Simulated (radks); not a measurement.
Species: Tc16+. Configuration: [Ar] 3d9.

Calculated with a radial shooting solver on a logarithmic mesh with Libxc functionals: Dirac Kohn-Sham, relativistic LDA (MacDonald-Vosko exchange, VWN5 correlation), spin-unpolarised, spherical densities, finite nucleus; open shells fill j = l - 1/2 first; Fermi nuclear charge, rms radius 4.4112 fm.

Energy parts (hartree):
part                       energy
total                 -4173.57993
kinetic                4327.42382
electron-nucleus      -9669.09680
Hartree                1273.85429
exchange-correlation   -105.76124

Orbitals (lengths in bohr, moments of r in powers of bohr; r(max) is where P^2 peaks; r(90%) holds 90 % of the orbital's charge):
orbital  occ.  eigenvalue (hartree)   r(max)  r(90%)  small-component weight
1s1/2       2             -777.7036  0.02236  0.0616                2.45e-02
2s1/2       2             -123.9032   0.1266   0.231                5.06e-03
2p1/2       2             -115.6545  0.09820   0.208                5.07e-03
2p3/2       4             -111.3306   0.1021   0.214                4.90e-03
3s1/2       2             -32.98222   0.3696   0.600                1.43e-03
3p1/2       2             -29.79191   0.3553   0.601                1.38e-03
3p3/2       4             -29.02737   0.3643   0.614                1.34e-03
3d3/2       4             -23.39418   0.3020   0.598                1.23e-03
3d5/2       5             -23.24143   0.3046   0.602                1.22e-03

The highest occupied level is 3d5/2 at -632.43 eV. The electron density at the nucleus is 9.888e+04 e/bohr^3. The density falls to 0.001 e/bohr^3 at r = 1.29 bohr.
